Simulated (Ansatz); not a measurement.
Species: H$_{3}$AlS$_{3}$, SMILES `[SH][Al]([SH])[SH]` (charge 0, multiplicity 1), formula H3AlS3.

Problem. How many basis functions does frozen-core CCSD(T)/cc-pVTZ // B3LYP-D3(BJ)/def2-TZVP in Ansatz (a first-principles code) use, how many core orbitals are frozen, and how many electrons are correlated?

Solution. 178 basis functions and 20 frozen orbitals, which leaves 24 correlated electrons. Core time is of the order of minutes.
